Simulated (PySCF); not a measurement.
The complex [MoF6]- (charge -1) contains Mo(V), shell d1. The structure is a model geometry with rigid ligands and bond lengths from ionic radii, not a minimum; coordination octahedral, point group Oh, metal–donor distances 1.91 Å.

The d shell alone is too small an active space for [MoF6]- (an active orbital has only 0.63 squared overlap with the free ion's shell): its levels, fitted parameters, g values and moments show what this model gives and aren't sound predictions.

```
7

Mo    0.0000    0.0000    0.0000
F     0.0000    0.0000    1.9100
F     0.0000    0.0000   -1.9100
F     1.9100    0.0000    0.0000
F    -1.9100    0.0000    0.0000
F     0.0000    1.9100    0.0000
F     0.0000   -1.9100    0.0000
```

Method (PySCF 2.14, density fitting): CASSCF(1,5) with orbitals averaged over all microstates of the shell, strongly contracted NEVPT2 on the averaged canonical orbitals; basis x2c-TZVPall on the metal, x2c-SVPall elsewhere; spin-free X2C; gas phase; spin-orbit coupling by state interaction with the mean-field operator over all roots.

(1) Which term lies lowest, and with what spin?

(2) Where do the spin-allowed transitions within the shell lie?

(3) What ligand-field parameters describe the result?

(4) What are the magnetic parameters?

Charge-transfer states lie outside this active space and may come lower than some of these levels. The ground state is orbitally degenerate in this regular structure, which would distort (Jahn–Teller), so its moment is that of the undistorted model. NEVPT2 on the d shell alone tends to put d–d bands too high for such charged or covalently bound ions.

The job took 11 s on one thread of Arm Neoverse V1 (shared host), with 147 basis functions, launched as `OMP_NUM_THREADS=1 python lf_run.py task.json out`.

## Answers

(1) 2T2g (S = 1/2, orbital degeneracy 3), with 1.0 electrons in the lower (t2g-type) set and 0.0 in the upper (eg-type) set, by NEVPT2.

(2) By NEVPT2: 2Eg at 36673 cm⁻¹ (273 nm). All are electric-dipole forbidden at this geometry.

(3) At NEVPT2 level: orbital energies 0, 0, 0, 36673, 36673 cm⁻¹; 10Dq = 36673 cm⁻¹; ζ = 813 cm⁻¹ (free ion 986).

(4) Degenerate or low-lying orbital states mix with the ground state, so no spin-only Hamiltonian applies. The lowest spin-orbit level is 4-fold; the next lies at 1249.9 cm⁻¹. μeff is 0.97 μB at 300 K and 0.21 μB at 10 K; the spin-only value is 1.73 μB.
